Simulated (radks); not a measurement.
The numbers below are computed, except where a source is named.
Sb+, 50 electrons, occupied as [Kr] 4d10 5s2 5p2. Level of theory: Dirac Kohn-Sham, BLYP, spin-unpolarised, spherical densities, point nucleus; open shells are shared between the two j in proportion to 2j + 1 (a radial shooting solver on a logarithmic mesh with Libxc functionals).

X-ray form factor f0, the Fourier transform of the density (f0(0) = 50):

sin(theta)/lambda (1/angstrom),f0 (electrons)
0.05,49.147
0.1,46.927
0.15,44.038
0.2,41.030
0.25,38.156
0.3,35.480
0.4,30.727
0.5,26.786
0.6,23.666
0.8,19.436
1,16.685
1.25,13.871
1.5,11.336
2,7.654
